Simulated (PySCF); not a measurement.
**Question.** Give a GFN2-xTB geometry of `NCC1=C[C@@H]2[C@@H]3[C@H]1[C@H]23`.

**Answer.** 
```
atom  x, y, z in Å
N1     2.410   -0.902   -0.737
C2     1.116   -1.527   -0.476
C3     0.022   -0.541   -0.223
C4    -1.026   -0.178   -0.964
C5    -1.704    0.909   -0.204
C6    -0.661    1.671    0.590
C7    -0.030    0.349    0.979
C8    -1.478    0.682    1.277
H9     2.336   -0.292   -1.545
H10    2.677   -0.324    0.054
H11    1.238   -2.180    0.395
H12    0.865   -2.147   -1.340
H13   -1.362   -0.562   -1.908
H14   -2.599    1.391   -0.569
H15   -0.422    2.703    0.742
H16    0.704    0.285    1.769
H17   -2.094    0.675    2.151
```

Orientation and origin are arbitrary. Atoms count from 1 in this order. The 3-membered ring C5–C6–C8 has internal angles of 57.3° to 61.4°. The 5-membered ring C3–C4–C5–C6–C7 has internal angles of 89.0° to 109.1°; it is puckered, 0.21 Å rms from its mean plane, widest ring torsion 43°. Of the pairs four or more bonds apart, C7···H10 is among the closest relative to their van der Waals radii: 2.94 Å, 101 % of the sum of Bondi's values. The 5-membered ring C3–C4–C5–C8–C7 has internal angles of 89.0° to 108.8° (sum 517°, against 540° for a flat polygon); it is puckered, 0.21 Å rms from its mean plane, widest ring torsion 44°.

Bonds between heavy atoms (Å): N1–C2 1.461, C2–C3 1.494, C3=C4 1.334, C4–C5 1.489, C5–C6 1.517, C6–C7 1.515, C7–C8 1.515, C3–C7 1.497, C5–C8 1.516, C6–C8 1.455.

The geometry is computed with GFN2-xTB (gas phase).

Point group: C1 (no symmetry element, even within 0.4 Å). No frequency check. The numbers are those of one conformer (H–N1–C2–C3 -59° and 59°, N1–C2–C3–C4 109°).
